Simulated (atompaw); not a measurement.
**Reading a pseudo-wave (Pd)**

Columns: radius, all-electron u(r) and pseudo u(r) of the 5s shell (level -6.96 eV) of palladium in the configuration [Kr] 4d9.5 5s0 5p0; PBE, scalar-relativistic, PAW (atompaw) scheme, atompaw 4.2.0.5.

```
r (bohr)  all-electron  pseudo
   0.115       -0.0975  0.0303
   0.231        0.1440  0.0610
   0.346        0.1359  0.0917
   0.462       -0.0381  0.1230
   0.577       -0.1952  0.1545
   0.692       -0.2709  0.1864
   0.808       -0.2653  0.2192
   0.923       -0.2020  0.2523
   1.038       -0.1060  0.2858
   1.154        0.0038  0.3201
   1.269        0.1129  0.3543
   1.385        0.2154  0.3888
   1.500        0.3059  0.4226
   1.615        0.3838  0.4558
   1.731        0.4495  0.4879
   1.846        0.5025  0.5180
   1.962        0.5446  0.5457
   2.077        0.5764  0.5700
   2.192        0.5994  0.5904
   2.308        0.6147  0.6063
   2.423        0.6233  0.6171
   2.538        0.6263  0.6225
   2.654        0.6244  0.6227
   2.769        0.6185  0.6180
   2.885        0.6092  0.6091
   3.000        0.5972  0.5972
```

Question: How many radial nodes do the two functions have?

Answer: The all-electron 5s function has n − l − 1 = 4 (the table is too coarse to show those close to the nucleus); the pseudo-wave has 0, since the states of the same l below it are removed with the core.

Question: Is the pseudo-wave norm-conserving?

Answer: No, it belongs to a PAW set: the norm inside the radius is not constrained, and the difference is carried by the augmentation charge.
